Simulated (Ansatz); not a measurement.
Cartesian coordinates in Å:
```
C 2.4465 -1.9155 -0.4334
C 1.3936 -0.9352 -0.3214
N 0.5630 -0.1575 -0.2354
B -0.6617 1.0063 -0.1195
C -1.9442 0.2908 -0.7606
C -0.7191 1.3620 1.4418
F -0.1457 2.0358 -0.9072
H 2.8197 -2.1727 0.5590
H 2.0651 -2.8145 -0.9199
H 3.2636 -1.5048 -1.0285
H -2.7878 0.9878 -0.7261
H -2.2505 -0.6091 -0.2180
H -1.7924 0.0212 -1.8107
H -1.4936 2.1195 1.6000
H 0.2220 1.7823 1.8106
H -0.9786 0.5035 2.0692
```

The species carries charge 0 and has multiplicity 1.

List the r2SCAN/def2-TZVPP orbital energies in eV (the Gaussian-basis code of Ansatz). (Estimate.)

Ansatz gave: Occupied: -664.04, -387.08, -275.93, -275.45, -271.26, -271.26, -180.14, -29.30, -25.69, -21.51, -17.55, -16.62, -14.86, -13.53, -12.95, -12.95, -11.22, -10.36, -10.31, -9.51, -9.46, -8.95, -8.58, -8.43, -8.19, -7.42, -6.05. Lowest empty: -1.32, -1.23, 0.30, 1.84, 2.52, 2.58, 2.72, 2.98.
